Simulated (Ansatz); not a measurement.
Isolated molecules relaxed with PBE0-D4/def2-TZVP in Ansatz; ΔE leaves out vibrations. CCSD(T)/CBS is the MP2 limit (def2-TZVPP, def2-QZVPP) plus CCSD(T) − MP2 in def2-TZVPP, frozen cores. DFT in def2-TZVPP. B3LYP here is the variant with VWN-RPA as its local correlation; programs differ in this. For Ge outer-core shells are correlated without core-valence functions, which leaves a few kJ/mol of doubt a bond. Scalar relativity is left out up to krypton. One conformer a species, not always the lowest.

Consider the substitution at a C–Ge bond: `C[CH](C)[GeH2][CH](C)C` + `OB(O)Cl` → `CC(C)OB(O)Cl` + `C[CH](C)[GeH3]`.

`C[CH](C)[GeH2][CH](C)C`:

```xyz
23

C     1.282   -0.594    1.412
C     0.176   -1.334    0.673
C     0.504   -2.814    0.523
Ge   -0.202   -0.543   -1.097
C    -0.750    1.354   -1.025
C     0.435    2.303   -0.893
C    -1.781    1.582    0.073
H     1.491   -1.071    2.376
H     2.216   -0.597    0.841
H     1.022    0.448    1.613
H    -0.754   -1.240    1.245
H     0.672   -3.277    1.501
H     1.416   -2.959   -0.065
H    -0.299   -3.364    0.027
H    -1.339   -1.363   -1.753
H     1.062   -0.684   -1.979
H    -1.230    1.537   -1.993
H     1.159    2.165   -1.700
H     0.965    2.159    0.052
H     0.101    3.346   -0.920
H    -1.356    1.400    1.064
H    -2.651    0.929   -0.037
H    -2.142    2.616    0.062
```

`OB(O)Cl`:

Z-matrix (Å, degrees):
```
B
O 1 1.349
Cl 1 1.771 2 118.0
O 1 1.357 2 121.0 3 180.0
H 2 0.962 1 112.0 3 -180.0
H 4 0.960 1 113.5 2 -180.0
```

`CC(C)OB(O)Cl`:

Cartesian coordinates in Å:
```
C -1.370 0.489 0.688
C -0.005 0.543 0.038
C 0.000 1.320 -1.257
O 0.428 -0.788 -0.261
B 1.128 -1.586 0.569
O 1.459 -2.845 0.196
Cl 1.665 -1.060 2.175
H -1.722 1.497 0.915
H -1.333 -0.077 1.621
H -2.091 0.013 0.018
H 0.712 0.987 0.737
H -0.696 0.876 -1.972
H 0.996 1.325 -1.703
H -0.302 2.354 -1.078
H 1.129 -3.047 -0.685
```

`C[CH](C)[GeH3]`:

Cartesian coordinates in Å:
```
C -1.514 -0.047 -0.229
C -0.137 0.364 0.273
C 0.628 1.164 -0.774
Ge 0.899 -1.210 0.844
H -2.083 -0.590 0.530
H -2.101 0.831 -0.519
H -1.438 -0.692 -1.110
H -0.257 0.981 1.171
H 0.798 0.572 -1.678
H 1.602 1.496 -0.407
H 0.063 2.055 -1.071
H 2.278 -0.788 1.387
H 1.112 -2.150 -0.360
H 0.149 -1.986 1.944
```

```tsv
level	ΔE (kJ/mol)	difference from CCSD(T)/CBS
PBE-D4	39.5	-5.4
ωB97X-V	33.8	-11.1
B2PLYP	35.1	-9.8
r2SCAN	33.9	-11.0
B3LYP	27.8	-17.1
HF/def2-TZVPP	20.0	-24.9
CCSD/def2-TZVPP	41.8	-3.1
HF/def2-QZVPP	18.7	-26.2
MP2/def2-QZVPP	52.6	7.7
MP2/CBS(def2)	53.7	8.8
CCSD(T)/CBS	44.9	0
```

Largest T1 diagnostic among the species: 0.011.

The D4 term adds +7.0 kJ/mol with B3LYP and +4.2 kJ/mol with PBE0; it sums over pairs of atoms, weighted by their polarisabilities, and B3LYP, whose exchange is more repulsive, gets the larger term. In def2-TZVPP, CCSD(T) changes the Hartree–Fock value by +23.4 kJ/mol (the triples alone add +1.7 kJ/mol) and MP2 by +32.2 kJ/mol.

CCSD(T)/CBS has its own doubt, a few kJ/mol and more with outer-core shells, so smaller differences from it don't rank the levels.
